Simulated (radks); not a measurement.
The numbers below are computed, except where a source is named.
Task: Coherent X-ray form factor from a spherical all-electron density. Level of theory: Dirac Kohn-Sham, PBE, spin-unpolarised, spherical densities, point nucleus (a radial shooting solver on a logarithmic mesh with Libxc functionals).

sin(theta)/lambda (1/angstrom)  f0 (electrons)
0.05                                    40.584
0.1                                     39.397
0.15                                    37.604
0.2                                     35.421
0.25                                    33.071
0.3                                     30.737
0.4                                     26.565
0.5                                     23.305
0.6                                     20.848
0.8                                     17.292
1                                       14.413
1.25                                    11.291
1.5                                      8.899
2                                        6.278

The species is in the configuration that NIST lists as its ground one. Which atom or ion scatters so?

Result: The rhodium ion Rh4+, [Kr] 4d5. Extrapolating in s^2 from the first two rows gives f0(0) = 41.0, near the electron count 41; among species with that count, the fall with angle is slower the higher Z, and the table is that of Z = 45; from so few rows the species is fixed only to a neighbour or two.
